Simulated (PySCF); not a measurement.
**Dipole moment and polarisability of `C=CC[SiH2]OC`**

C4H10OSi.
Numbering: `[CH2:1]=[CH:2][CH2:3][SiH2:4][O:5][CH3:6]` (hydrogens: H7, H8 on C1; H9 on C2; H10, H11 on C3; H12, H13 on Si4; H14, H15, H16 on C6)

Geometry (GFN2-xTB, Å), atoms numbered from 1 in this order:
```xyz
16
C4H10OSi angstrom
C     -2.824    0.459    0.697
C     -1.641    0.040    1.110
C     -0.906   -1.118    0.537
Si     0.550   -0.558   -0.549
O      1.505    0.229    0.498
C      2.720    0.866    0.244
H     -3.358   -0.046   -0.092
H     -3.311    1.316    1.130
H     -1.125    0.566    1.901
H     -1.575   -1.721   -0.075
H     -0.534   -1.749    1.345
H      1.249   -1.710   -1.136
H      0.109    0.321   -1.638
H      3.446    0.166   -0.175
H      2.586    1.689   -0.462
H      3.100    1.258    1.188
```

Level: B3LYP/def2-SVPD (PySCF), static field, nuclei fixed, core orbitals frozen in the response. The polarisability tensor in these axes (au):

```
x   98.88 -4.03 -2.92
y   -4.03 73.39  2.68
z   -2.92  2.68 70.72
```

Q: What are the eigenvalues, a third of the trace, and Δα (Δα² = ½Σ(αi − αj)² over the three pairs)?

A: Principal values 69.06, 74.06 and 99.88 au; mean 81.00 au = 12.00 Å³ = 13.35 × 10⁻⁴⁰ C²·m²/J; Δα = 28.65 au (35 % of the mean).

Q: What is the dipole moment, and where does it point?

A: (0.96, 0.03, -0.35) D, 1.02 D in size, pointing from the negative to the positive side. Measured along this direction, the outermost atoms are H8 at the negative end and H14 at the positive end.

Q: What depolarisation ratio follows for Rayleigh scattering of linearly polarised light, taking the static tensor?

A: ρ = 3Δα²/(45ᾱ² + 4Δα²) = 2462.3/(295216 + 3283.1) = 0.00825.

Q: Form Σ f/ω² (atomic units) for the 8 lowest TDDFT singlets, given as eV and f, and set it beside the mean polarisability, which is this sum over all singlets: 6.18, 0.1482; 6.58, 0.0257; 6.78, 0.0045; 6.95, 0.1800; 7.02, 0.0158; 7.35, 0.0396; 7.45, 0.0150; 7.51, 0.0287.

A: They add up to 7.50 au, 9.3 % of the 81.00 au; the largest single term is 2.87 au, from the state at 6.18 eV. Terms in order: 2.87, 0.44, 0.07, 2.76, 0.24, 0.54, 0.20, 0.38 au. Higher excitations give the rest. The strengths listed sum to 0.457.

Q: Refractivity n − 1 of an ideal gas of it at 298.15 K and 1 atm, from the electronic α?

A: N = p/kT = 2.4615 × 10¹⁹ cm⁻³, so n − 1 = 2π × N × 12.00 × 10⁻²⁴ cm³ = 1856 × 10⁻⁶ at long wavelengths.

Isolated species at its GFN2-xTB geometry (one conformer only).
